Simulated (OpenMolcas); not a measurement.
Nb3+ among 6 point charges of -1.7 e arranged as a trigonal prism (D3h), with a polar angle of 51.6° against the regular 49.1°. The active orbitals were held to one l.

```json
{
 "Program": "OpenMolcas",
 "Method": "CASSCF",
 "Basis": "ANO-RCC-VDZP [6s5p3d1f]",
 "Scalar Hamiltonian": "DKH2, point nucleus",
 "Active space": "2 electrons in 5 orbitals (4d)",
 "State averaging": "2S+1 = 3 even, 10 roots; 2S+1 = 1 even, 15 roots",
 "Spin-orbit coupling": "state interaction with AMFI integrals over the reference wave functions"
}
```

All point charges move together. At R = 1.9 Å the first state of the same spin is 8231 cm-1, and at R = 2.04 Å it is 7103 cm-1.

Q: A third run gives 5863 cm-1. What distance was it run at?

A: With a power law R^-n the two known points give n = -ln(7103 / 8231) / ln(2.04 / 1.9) = 2.07. Then R = 1.9 × (8231 / 5863)^(1/2.07) = 2.238 Å. The run was at 2.23 Å, so the estimate is off by +0.008 Å.

An orbital doublet at a regular site is open to a Jahn-Teller distortion, which this geometry leaves out. Without dynamic correlation the repulsion within the d shell is too large (B by tens of per cent), so at a given field states of lower spin stand too high. Point charges carry no covalency, so the field is a model and not that of real ligands. An unlabelled pair can be two single states that coincide in this model. No measured value stands beside these numbers.
